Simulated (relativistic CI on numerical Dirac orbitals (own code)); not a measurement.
## Sc³⁺ in a cubic cluster: 1s photoemission with charge transfer

Computed with a charge-transfer multiplet model of a cubic metal-ligand cluster with up to 3 ligand holes, Slater and spin-orbit integrals from Dirac-Coulomb-Breit ions, Slater integrals scaled by 0.8. The ground state mixes d0 with configurations of k ligand holes L, whose averages lie at kΔ + k(k − 1)U_dd/2; a core hole lowers each added d electron by U_cd. 300 K, Lorentzian 1.1 eV and Gaussian 0.6 eV FWHM.

Atomic integrals in eV (Slater integrals scaled, ζ unscaled), ground: F2dd 4.710, F4dd 2.885, zeta_d 0.005; with the core hole: F2dd 4.710, F4dd 2.885, zeta_d 0.018, G2cd 0.028. Where a configuration has fewer than two d electrons, the dd integrals are those of d2.

Cluster parameters (eV): Δ = 4.8, U_cd = 5, 10Dq = 1.35, 10Dq(ligand) = 0.3, V(eg) = 2.65, V(t2g) = -1.4, final-state hopping factor = 1.

```tsv
Case	n_d	d0	d1L	d2L2	d3L3	S
U_dd = 2.6 eV	0.69	0.45	0.41	0.12	0.01	0.00
U_dd = 4 eV	0.63	0.48	0.41	0.10	0.01	0.00
U_dd = 6.1 eV	0.57	0.51	0.41	0.07	0.00	0.00
```

Weights, n_d and S are thermal averages at 300 K. Binding energies count from the first peak over 30 % of the highest in each spectrum, which can be another peak from case to case. The parameters are a model scan and need not match a compound or its usual spin state. Peaks in eV (height, largest 100):
- U_dd = 2.6 eV: 0.0 (100), 4.6 (6), 9.2 (20)
- U_dd = 4 eV: 0.0 (100), 9.5 (16)
- U_dd = 6.1 eV: 0.0 (100), 10.2 (12)

Curve for U_dd = 2.6 eV (points under 2 left out, the grid thinned):

E (eV), Intensity and a bar:
```
     -3.8        2.5 
     -3.5        2.9 
     -3.1        3.7 
     -2.8        4.6 #
     -2.4        6.2 #
     -2.1        8.0 ##
     -1.7       12.0 ###
     -1.4       17.2 #####
     -1.1       26.4 #######
     -0.7       50.5 ###############
     -0.4       78.2 #######################
      0.0      100.0 ##############################
      0.3       84.4 #########################
      0.7       47.9 ##############
      1.0       29.4 ########
      1.3       19.0 #####
      1.7       11.7 ###
      2.0        8.7 ##
      2.4        6.3 #
      2.7        5.2 #
      3.1        4.3 #
      3.4        4.0 #
      3.8        4.2 #
      4.1        4.9 #
      4.4        5.7 #
      4.8        5.5 #
      5.1        4.4 #
      5.5        3.1 
      5.8        2.5 
      6.2        2.2 
      6.5        2.2 
      6.8        2.3 
      7.2        2.7 
      7.5        3.2 
      7.9        4.8 #
      8.2        7.1 ##
      8.6       12.6 ###
      8.9       17.6 #####
      9.2       19.8 #####
      9.6       15.2 ####
      9.9       10.1 ##
     10.3        5.8 #
     10.6        4.1 #
     11.0        2.8 
     11.3        2.2
```

A d0 ion has no d-d gap: its lowest excitations are ligand-to-metal charge transfer. With the core hole the average of the configuration with one ligand hole lies at Δ − U_cd = -0.2 eV before mixing: the effective hopping of about 6.1 eV (from the holes of the mixed ground state) is comparable with this gap or larger, so the configurations mix strongly.
